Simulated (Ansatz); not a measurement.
Input and output for C2H9BSSi, SMILES `B[Si](C)(C)S`.

```yaml
crystal:
  periodic: [false, false, false]
  atoms:
    - {symbol: B, position_ang: [-0.649344, 1.796138, -0.544978]}
    - {symbol: Si, position_ang: [-0.069974, 0.101339, 0.212616]}
    - {symbol: C, position_ang: [1.421838, -0.078348, 1.319267]}
    - {symbol: C, position_ang: [-0.981782, -1.516852, 0.010259]}
    - {symbol: S, position_ang: [0.654888, 0.794241, -1.821459]}
    - {symbol: H, position_ang: [-0.049139, 2.775726, -0.203032]}
    - {symbol: H, position_ang: [-1.716200, 1.905483, -1.075105]}
    - {symbol: H, position_ang: [1.094177, -0.204468, 2.355816]}
    - {symbol: H, position_ang: [2.028885, -0.945134, 1.049107]}
    - {symbol: H, position_ang: [2.043514, 0.817652, 1.274572]}
    - {symbol: H, position_ang: [-0.314600, -2.331243, -0.280874]}
    - {symbol: H, position_ang: [-1.779611, -1.426573, -0.729351]}
    - {symbol: H, position_ang: [-1.444841, -1.789648, 0.963815]}
    - {symbol: H, position_ang: [-0.250910, 0.072486, -2.501654]}
basis:
  gaussian: {orbitals: "6-31++G**", point_charges: [{charge: -1.00, position_ang: [5.734, 0.752, -0.463]}]}
magnetization: {spin_polarized: true, initial_magnetization: 0}
hamiltonian: {xc: {name: wPBEh}}
```

```sh
$ ansatz run in.yaml --threads 4 --pin off --events-out ev --progress --plain --max-ram 10444MiB
```

Shortened log:

```
Functional definition: wPBEh
1659 factors; their error is unknown
175 factors; integrals over basis functions are off by at most 9.9e-7 eV
mean field evaluation 1: about -21585.4744 eV, gradient 5.4e1 eV
mean field evaluation 2: about -21578.8939 eV, gradient 6.0e1 eV
mean field evaluation 4: about -21600.5218 eV, gradient 3.5e0 eV
mean field evaluation 8: about -21600.6076 eV, gradient 3.8e-2 eV
mean field evaluation 16: about -21600.6993 eV, gradient 3.4e-5 eV
mean field -21600.69930133 eV, -793.8110578439 hartree, gradient 3.4e-5 eV, S^2 0.000000; 0 other end points of the search recorded, 0 dependent functions left out
reference -21600.69941021 eV, -793.8110618454 hartree; 28, 28 occupied and 129, 129 virtual orbitals, 1659 factors
Total energy: -21600.69941021 eV, -793.8110618454 hartree
```

Run time 5.5 s (4 threads of an Arm Neoverse V1 on a shared host); peak host memory 0.65 GiB.
